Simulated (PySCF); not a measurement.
## Hg2Br2 at several levels of theory

Computed with PySCF 2.14.0 (density fitting, no spin-orbit coupling) at the geometry relaxed with B3LYP:

```xyz
4
Hg2Br2 (singlet)
Hg    0.0000    0.0000    1.1851
Hg    0.0000    0.0000   -3.2746
Br    2.4434    0.0000    1.1971
Br   -2.4434    0.0000    1.1971
```

```
 level                                  basis    state  HOMO (eV)  gap (eV)  charge on Hg1 (e)  dipole about the centre of mass (D)  largest force component (eV/Å)
 B3LYP    Hg def2-SVP with ECP60, Br def2-SVP  singlet      -7.60      4.62               0.47                                 0.23                            0.01
  TPSS                               the same  singlet      -6.84      3.31               0.49                                 0.23                            0.09
 wB97X                               the same  singlet      -9.75      8.96               0.56                                 0.34                            0.47
r2SCAN                               the same  singlet      -7.11      3.56               0.52                                 0.27                            0.29
 B3LYP  Hg def2-TZVP with ECP60, Br def2-TZVP  singlet      -7.62      4.54               0.65                                 0.25                            0.19
 B3LYP           Hg x2c-SVPall, Br x2c-SVPall  singlet      -7.64      4.55               0.30                                 0.20                            0.12
```

Charges are Mulliken's, which hang on the basis. The relaxation used the grid (50, 194), these runs (75, 302) or, all-electron (x2c bases, spin-free X2C Hamiltonian), (99, 590).

Q: What does BLYP with Hg def2-SVP with ECP60, Br def2-SVP give here?

A: state singlet, HOMO (eV) -6.73, gap (eV) 3.30, charge on Hg1 (e) 0.39, dipole about the centre of mass (D) 0.18, largest force component (eV/Å) 0.32. Time: 6.4 s on 2 threads of Arm Neoverse V1 (shared host), from an already converged density.

In the first row's basis the gap widens with exact exchange: 3.3 to 3.6 eV for BLYP, TPSS, r2SCAN (none); 4.6 eV for B3LYP (a fixed share); 9.0 eV for wB97X (rising or full at long range).

A frequency check found unstable modes (1, the lowest at -23 cm⁻¹), so the relaxed geometry is a saddle point, or these are noise.
